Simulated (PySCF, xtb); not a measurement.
CH5AlSe, SMILES [CH3][AlH][SeH].

GFN2-xTB run with xtb at its own geometry gives an orbital gap of 4.08 eV and a dipole moment of 2.72 D.

Coordinates come from a ωB97X-D3(BJ)/def2-SVP optimisation. One conformer was computed; it need not be the lowest.

### Question
What does r2SCAN/def2-TZVPD (PySCF) give? (The exact figures need the calculation; the answer reports its results.)

### Answer
gap 5.01 eV (levels -6.47 and -1.45 eV), dipole 0.99 D.
